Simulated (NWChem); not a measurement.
System: C2H2BrCl; SMILES C=C(Cl)Br

NWChem input:

```
start job
memory heap 200 mb stack 900 mb global 1100 mb
geometry units angstroms
  C     -1.986040     0.546231     0.077812
  C     -0.666298     0.551256     0.067398
  Cl     0.289998     1.971692     0.218779
  Br     0.334106    -1.053515    -0.120970
  H     -2.536973    -0.371915    -0.020607
  H     -2.543985     1.459387     0.184885
end
basis spherical
  * library def2-svp
end
dft
  xc pbe0
  iterations 150
end
driver
  maxiter 120
end
task dft optimize
task dft freq
```

Parts of the log:

```
             Northwest Computational Chemistry Package (NWChem) 7.3.0
             --------------------------------------------------------

 CS  symmetry detected

                             Geometry "geometry" -> ""
                             -------------------------

 Output coordinates in angstroms (scale by  1.889725989 to convert to a.u.)

  No.       Tag          Charge          X              Y              Z
 ---- ---------------- ---------- -------------- -------------- --------------
    1 C                    6.0000    -1.80837629     0.80715561     0.00000000
    2 C                    6.0000    -0.50742290     0.58495540     0.00000000
    3 Cl                  17.0000     0.67936641     1.82857424     0.00000000
    4 Br                  35.0000     0.20158693    -1.17824785     0.00000000
    5 H                    1.0000    -2.50929720    -0.00826786     0.00000000
    6 H                    1.0000    -2.20067916     1.80851448     0.00000000

 Effective nuclear repulsion energy (a.u.)     293.0377018366

      Symmetry information
      --------------------

 Group name             Cs
 Group number              2
 Group order               2
 No. of unique centers     6

                                Z-matrix (autoz)
                                --------

 Units are Angstrom for bonds and degrees for angles

      Type          Name      I     J     K     L     M      Value
      ----------- --------  ----- ----- ----- ----- ----- ----------
    1 Stretch                  1     2                       1.31979
    2 Stretch                  1     5                       1.07527
    3 Stretch                  1     6                       1.07546
    4 Stretch                  2     3                       1.71903
    5 Stretch                  2     4                       1.90042
    6 Bend                     1     2     3               123.96804
    7 Bend                     1     2     4               121.59826
    8 Bend                     2     1     5               120.98919
    9 Bend                     2     1     6               121.08626
   10 Bend                     3     2     4               114.43371
   11 Bend                     5     1     6               117.92456
   12 Torsion                  3     2     1     5         180.00000
   13 Torsion                  3     2     1     6          -0.00000
   14 Torsion                  4     2     1     5           0.00000
   15 Torsion                  4     2     1     6         180.00000

                           NWChem Geometry Optimization
                           ----------------------------

 maximum gradient threshold         (gmax) =   0.000450
 rms gradient threshold             (grms) =   0.000300
 maximum cartesian step threshold   (xmax) =   0.001800
 rms cartesian step threshold       (xrms) =   0.001200
 fixed trust radius                (trust) =   0.300000
 source of zmatrix                         =   autoz

          -------------------
          Energy Minimization
          -------------------

 Using diagonal initial Hessian
 Scaling for Hessian diagonals: bonds = 1.00  angles = 0.25  torsions = 0.10

          --------
          Step   0

                                 NWChem DFT Module
                                 -----------------

 Summary of "ao basis" -> "ao basis" (spherical)
 ------------------------------------------------------------------------------
       Tag                 Description            Shells   Functions and Types
 ---------------- ------------------------------  ------  ---------------------
 C                          def2-svp                 6       14   3s2p1d
 Cl                         def2-svp                 8       18   4s3p1d
 Br                         def2-svp                12       32   5s4p3d
 H                          def2-svp                 3        5   2s1p

      Symmetry analysis of basis
      --------------------------

        a'         63
        a"         25

[...]

      ----------------------
      Optimization converged
      ----------------------

  Step       Energy      Delta E   Gmax     Grms     Xrms     Xmax
  ---- ---------------- -------- -------- -------- -------- --------
@    4   -3110.68076919 -3.8D-07  0.00012  0.00004  0.00036  0.00090
                                     ok       ok       ok       ok

                                Z-matrix (autoz)
                                --------

 Units are Angstrom for bonds and degrees for angles

      Type          Name      I     J     K     L     M      Value     Gradient
      ----------- --------  ----- ----- ----- ----- ----- ---------- ----------
    1 Stretch                  1     2                       1.33126    0.00008
    2 Stretch                  1     5                       1.09052   -0.00002
    3 Stretch                  1     6                       1.09163   -0.00002
    4 Stretch                  2     3                       1.72095   -0.00012
    5 Stretch                  2     4                       1.88309   -0.00001
    6 Bend                     1     2     3               122.90657    0.00002
    7 Bend                     1     2     4               122.37108   -0.00003
    8 Bend                     2     1     5               120.62125   -0.00000
    9 Bend                     2     1     6               119.97451   -0.00002
   10 Bend                     3     2     4               114.72235    0.00001
   11 Bend                     5     1     6               119.40424    0.00002
   12 Torsion                  3     2     1     5         180.00000    0.00000
   13 Torsion                  3     2     1     6          -0.00000    0.00000
   14 Torsion                  4     2     1     5           0.00000    0.00000
   15 Torsion                  4     2     1     6         180.00000    0.00000

                         Geometry "geometry" -> "geometry"
                         ---------------------------------

 Output coordinates in angstroms (scale by  1.889725989 to convert to a.u.)

  No.       Tag          Charge          X              Y              Z
 ---- ---------------- ---------- -------------- -------------- --------------
    1 C                    6.0000    -1.81364334     0.80436534     0.00000000
    2 C                    6.0000    -0.50296636     0.57114943     0.00000000
    3 Cl                  17.0000     0.67062922     1.82985587     0.00000000
    4 Br                  35.0000     0.21102926    -1.17133491     0.00000000
    5 H                    1.0000    -2.52492337    -0.02226449     0.00000000
    6 H                    1.0000    -2.18494761     1.83091276     0.00000000

 Effective nuclear repulsion energy (a.u.)     293.5240219599

      Symmetry information
      --------------------

 Group name             Cs
 Group number              2
 Group order               2
 No. of unique centers     6

[...]

 Rotational Constants
 --------------------
 A=   0.232222 cm-1  (  0.334107 K)
 B=   0.069979 cm-1  (  0.100682 K)
 C=   0.053774 cm-1  (  0.077368 K)

 Temperature                      =   298.15K
 frequency scaling parameter      =   1.0000

 Zero-Point correction to Energy  =   20.847 kcal/mol  (  0.033221 au)
 Thermal correction to Energy     =   23.627 kcal/mol  (  0.037651 au)
 Thermal correction to Enthalpy   =   24.219 kcal/mol  (  0.038595 au)

 Total Entropy                    =   72.760 cal/mol-K
   - Translational                =   40.722 cal/mol-K (mol. weight = 140.9010)
   - Rotational                   =   27.003 cal/mol-K (symmetry #  =        1)
   - Vibrational                  =    5.035 cal/mol-K

 Cv (constant volume heat capacity) =   14.301 cal/mol-K
   - Translational                  =    2.979 cal/mol-K
   - Rotational                     =    2.979 cal/mol-K
   - Vibrational                    =    8.342 cal/mol-K

[normal modes left out]

 ----------------------------------------------------------------------------
 Normal Eigenvalue ||           Projected Infra Red Intensities
  Mode   [cm**-1]  || [atomic units] [(debye/angs)**2] [(KM/mol)] [arbitrary]
 ------ ---------- || -------------- ----------------- ---------- -----------
    1       -0.000 ||    0.000126           0.003         0.123       0.070
    2       -0.000 ||    0.000004           0.000         0.004       0.002
    3       -0.000 ||    0.000073           0.002         0.071       0.040
    4       -0.000 ||    0.000697           0.016         0.680       0.387
    5       -0.000 ||    0.000129           0.003         0.126       0.071
    6       -0.000 ||    0.000037           0.001         0.036       0.020
    7      246.914 ||    0.000028           0.001         0.028       0.016
    8      346.261 ||    0.000130           0.003         0.127       0.072
    9      459.745 ||    0.006496           0.150         6.332       3.602
   10      548.813 ||    0.013846           0.319        13.498       7.679
   11      689.018 ||    0.000020           0.000         0.020       0.011
   12      772.772 ||    0.073823           1.703        71.966      40.941
   13      890.813 ||    0.045051           1.039        43.918      24.984
   14     1079.685 ||    0.103660           2.392       101.053      57.488
   15     1370.232 ||    0.000612           0.014         0.596       0.339
   16     1689.161 ||    0.074091           1.709        72.228      41.089
   17     3190.757 ||    0.003920           0.090         3.822       2.174
   18     3305.198 ||    0.001826           0.042         1.780       1.013
 ----------------------------------------------------------------------------
```

Level: PBE0/def2-SVP. This build's default masses of Se (78.918 u) and Br (79.917 u) are each other's, which moves their modes by up to 0.6 %.
